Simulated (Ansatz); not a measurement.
Basis-set series for C$_{2}$H$_{2}$O$_{2}$SSe (`O=C[Se]C(=O)S`). Charge 0, multiplicity 1. Geometry: relaxed with PBE0-D4/def2-TZVP. It is one conformer, not always the lowest.

```xyz
8

O     0.316   -2.699    0.388
C     0.018   -1.556    0.273
Se    0.450   -0.534   -1.320
C    -0.283    1.213   -0.803
O    -0.873    1.874   -1.593
S    -0.016    1.782    0.857
H    -0.550   -0.976    1.022
H     0.938    0.895    1.175
```

```csv
functional,basis,functions,energy (Eh),HOMO (eV),LUMO (eV)
PBE0-D4,def2-TZVPP,242,-3027.03616,-7.91,-1.89
PBE0-D4,def2-QZVPP,447,-3027.11090,-7.94,-1.93
ωB97M-V,def2-TZVPP,242,-3027.47875,-10.02,0.32
ωB97M-V,def2-QZVPP,447,-3027.55073,-10.05,0.25
```

(1) Give the rows for def2-SVP. (Estimate.)

## Answers

(1) Ansatz gave: 
```json
{"functional": "PBE0-D4", "basis": "def2-SVP", "functions": "116", "energy (Eh)": "-3026.33579", "HOMO (eV)": "-7.82", "LUMO (eV)": "-1.73"}
{"functional": "ωB97M-V", "basis": "def2-SVP", "functions": "116", "energy (Eh)": "-3026.77372", "HOMO (eV)": "-9.89", "LUMO (eV)": "0.57"}
```

Positive LUMOs are unbound and depend on the basis. Scalar relativity is left out up to krypton.
